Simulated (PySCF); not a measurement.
NICS in isomers of C5H7N3S.

NICS is the negative of the GIAO shielding at a point without a nucleus: at the ring centre (0) and 1 Å above and below it (1); zz is the component along the ring normal. Level: GIAO PBE0/pcSseg-1 (PySCF, non-relativistic, gas phase) on the GFN2-xTB geometries, one conformer each. Atom numbers follow the mapped SMILES.

Question: Order these rings by mean NICS(1)zz, lowest (most negative) first (ppm).
A. ring C4–S5–N6–C7–C8 in `[CH3:1]/[CH:2]=[N:3]/[c:4]1[s:5][n:6][cH:7][c:8]1[NH2:9]`
B. ring N3–N4–C5–C6–N9 in `[CH2:1]=[CH:2][n:3]1[n:4][cH:5][c:6]([S:7][CH3:8])[n:9]1`
C. ring C3–C4–N5–C6–N8–N9 in `[CH3:1][S:2][c:3]1[cH:4][n:5][c:6]([CH3:7])[n:8][n:9]1`

Answer: B (-28.0), C (-22.6), A (-20.4).

| SMILES | ring | NICS(0) | NICS(1) | NICS(1)zz | HOMA | rms pucker (Å) | ring atoms with four or more neighbours |
| --- | --- | --- | --- | --- | --- | --- | --- |
| C=Cn1ncc(SC)n1 | 5-membered ring with 3 N; formal bonds all aromatic | -10.7 | -11.8 | -28.0 | 0.95 | 0.00 | 0 |
| CSc1cnc(C)nn1 | 6-membered ring with 3 N; formal bonds all aromatic | -2.6 | -9.7 | -22.6 | 0.96 | 0.00 | 0 |
| C/C=N/c1sncc1N | 5-membered ring with N and S; formal bonds all aromatic | -10.3 | -9.1 | -20.4 | – | 0.00 | 0 |

NICS(0) gives another order. The isotropic NICS(1) gives the same order. HOMA uses Krygowski's 1993 parameters; it is left out where a ring has a four-coordinate atom, a triple bond, no multiple bond or a kind of bond without parameters. NICS(1) and NICS(1)zz are means over the two faces.
